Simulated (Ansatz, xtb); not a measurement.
**Ligand exchange: CHBrClF + HCl → CHCl2F + HBr**

Species: CHBrClF (bromochlorofluoromethane) `FC(Cl)Br`, singlet; HCl (hydrogen chloride), singlet; CHCl2F (dichlorofluoromethane) `FC(Cl)Cl`, singlet; HBr (hydrogen bromide), singlet. The partners trade Br for Cl: C–Br and H–Cl bonds give way to C–Cl and H–Br.

Shapes, held fixed at every level: PBE0-D4/def2-TZVP. Programs: Ansatz 0.2.0, xtb 6.7.1. The zero-point and thermal change to 298 K, harmonic and unscaled (PBE0-D4/def2-TZVP), is -0.9 kJ/mol.

**What was measured.** Tabulated heats of formation (Active Thermochemical Tables): CHBrClF -231.8; HCl -92.2; CHCl2F -284.5; HBr -35.9 kJ/mol, which give ΔH(298 K) = +3.6 kJ/mol.

```
              level                    kind  ΔH (kJ/mol)  computed − measured  CPU time (all species)
           GFN1-xTB          semi-empirical        -11.3                -15.0                  0.12 s
   SPW92/def2-TZVPP                     LDA         -2.9                 -6.5                   5.4 s
B3LYP-D4/def2-TZVPP           global hybrid         +0.5                 -3.1                    14 s
 wB97M-V/def2-TZVPP  range-separated hybrid         -1.7                 -5.3                    34 s
 wB97X-V/def2-TZVPP  range-separated hybrid         -2.1                 -5.7                    26 s
       MP2/def2-SVP     perturbation theory         -7.1                -10.8                       –
   CCSD(T)/def2-SVP   coupled cluster or CI         -8.8                -12.5                    10 s
    CCSD/def2-TZVPP   coupled cluster or CI         +1.0                 -2.7                       –
 CCSD(T)/def2-TZVPP   coupled cluster or CI         +1.5                 -2.1                 2.1 min
```

Nearest: CCSD(T)/def2-TZVPP (-2.1); farthest: GFN1-xTB (-15.0). 6 of 9 levels lie within 10 kJ/mol. Relativity is left out for Br unless named. Correlated rows may include outer-core shells of Br, which these sets cover unevenly. Times are processor times on shared x86 and Arm servers, and rough.
